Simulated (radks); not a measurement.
Cr II, configuration [Ar] 3d5.

All-electron calculation, scalar-relativistic Kohn-Sham, r2SCAN, spin-unpolarised, spherical densities, finite nucleus; meta-GGA in the generalised Kohn-Sham scheme; Fermi nuclear charge, rms radius 3.6452 fm. Program: a radial shooting solver on a logarithmic mesh with Libxc functionals.

Energy parts (hartree):
part                       energy
total                 -1050.44368
kinetic                1061.10680
electron-nucleus      -2500.88797
Hartree                 437.99688
exchange-correlation    -48.65939

Orbitals (lengths in bohr, moments of r in powers of bohr):
orbital  occ.  eigenvalue (hartree)       <r^4>     <r^2>
1s          2             -217.1977  0.00007615  0.005435
2s          2             -25.07052     0.01793    0.1010
2p          6             -21.06058     0.01411   0.08297
3s          2              -3.07341       1.450    0.9431
3p          6              -1.98189       2.175     1.108
3d          5              -0.35433       21.30     2.704
4s          0              -0.34737       194.7     11.00
4p          0              -0.20305       562.0     18.40

The highest occupied level is 3d at -9.642 eV. For comparison, the ionisation energy in NIST's Atomic Spectra Database is 16.486 eV (measured). In exact Kohn-Sham theory the highest level is minus the ionisation energy, but local and semilocal functionals leave it too shallow, through self-interaction and a potential that decays too fast; potentials with the right tail come closer.

Beside tabulated values, note that spin-unpolarised runs miss the spin-polarisation part of the exchange energy of open shells.
